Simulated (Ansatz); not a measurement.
System: CH6BO2Si (charge 0, doublet). It need not be the lowest isomer of its formula. 
Coordinates optimised at B3LYP-D3(BJ)/def2-TZVP (Ansatz, a program for electronic structure):
SMILES: OB([SiH]C)O
```xyz
11

C     -2.2860     0.5697    -0.2389
Si    -0.8488    -0.6395    -0.3470
B      0.9705     0.0389     0.1669
O      1.2057     1.3793     0.0619
O      2.0139    -0.7645     0.5557
H     -2.5679     0.7441     0.8030
H     -3.1642     0.1960    -0.7672
H     -2.0003     1.5274    -0.6755
H     -1.1913    -1.9637     0.2450
H      2.1162     1.6155     0.2841
H      1.7970    -1.6980     0.6264
```
Charge 0, spin multiplicity 2.

Quantity: atomisation energy (electronic, to ground-state atoms); the coupled-cluster value holds the core correlation from cc-pwCVTZ, in eV. Cores are frozen in the correlated levels unless marked. UHF or UKS for open shells. No spin-orbit coupling. Non-relativistic. CBS(X,Y): correlation extrapolated as X^-3; Hartree-Fock from the larger set.

Level to compare with: CCSD(T)/CBS(cc-pV(T+d)Z,cc-pV(Q+d)Z) plus the core term (Ansatz), 43.57 eV. It is a level with limits of its own, and the differences hold the functionals' basis error too.

### Question
Rank these functionals by how close they come to CCSD(T)/CBS(cc-pV(T+d)Z,cc-pV(Q+d)Z), closest first: SVWN5/def2-TZVPD (Ansatz); r2SCAN0/def2-TZVPD (Ansatz); B97M-V/def2-TZVPD (Ansatz).

### Answer
B97M-V/def2-TZVPD (meta-GGA with VV10, 43.54 eV, difference -0.03), r2SCAN0/def2-TZVPD (hybrid meta-GGA, 42.95 eV, difference -0.62), SVWN5/def2-TZVPD (LDA, 49.73 eV, difference 6.16)
